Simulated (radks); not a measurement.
Results of a calculation; reference values are marked as such.
All-electron atom: Te+ in [Kr] 4d10 5s2 5p3.

Level of theory: Dirac Kohn-Sham, BLYP, spin-unpolarised, spherical densities, finite nucleus; open shells are shared between the two j in proportion to 2j + 1; Fermi nuclear charge, rms radius 4.7423 fm (a radial shooting solver on a logarithmic mesh with Libxc functionals).

Energy parts (eV):
part                       energy
total                 -184953.022
kinetic                195596.003
electron-nucleus      -448816.809
Hartree                 73069.308
exchange-correlation    -4801.524

Orbitals (lengths in bohr, moments of r in powers of bohr):
| orbital | occ. | eigenvalue (eV) | <r^2> |
|---|---|---|---|
| 1s1/2 | 2 | -31618.22 | 0.001048 |
| 2s1/2 | 2 | -4854.728 | 0.01688 |
| 2p1/2 | 2 | -4549.643 | 0.01250 |
| 2p3/2 | 4 | -4275.025 | 0.01379 |
| 3s1/2 | 2 | -973.0081 | 0.1186 |
| 3p1/2 | 2 | -847.5136 | 0.1133 |
| 3p3/2 | 4 | -796.3441 | 0.1216 |
| 3d3/2 | 4 | -574.7856 | 0.1030 |
| 3d5/2 | 6 | -564.0835 | 0.1054 |
| 4s1/2 | 2 | -172.9634 | 0.6609 |
| 4p1/2 | 2 | -129.8245 | 0.7328 |
| 4p3/2 | 4 | -120.0778 | 0.7864 |
| 4d3/2 | 4 | -51.2709 | 1.093 |
| 4d5/2 | 6 | -49.7989 | 1.121 |
| 5s1/2 | 2 | -23.3116 | 4.658 |
| 5p1/2 | 1 | -14.1861 | 6.699 |
| 5p3/2 | 2 | -13.2521 | 7.273 |

The highest occupied level is 5p3/2 at -13.252 eV. The electron density at the nucleus is 2.28e+05 e/bohr^3. The density falls to 0.001 e/bohr^3 at r = 4.27 bohr. For comparison, the ionisation energy in NIST's Atomic Spectra Database is 18.6 eV (measured). In exact Kohn-Sham theory the highest level is minus the ionisation energy, but local and semilocal functionals leave it too shallow, through self-interaction and a potential that decays too fast; potentials with the right tail come closer. Summed over all electrons, <r^2> = 49.70 bohr^2, which gives a Langevin (diamagnetic) susceptibility term of -39.4 x 10^-6 cm^3/mol.

Beside tabulated values, note that spin-unpolarised runs miss the spin-polarisation part of the exchange energy of open shells.
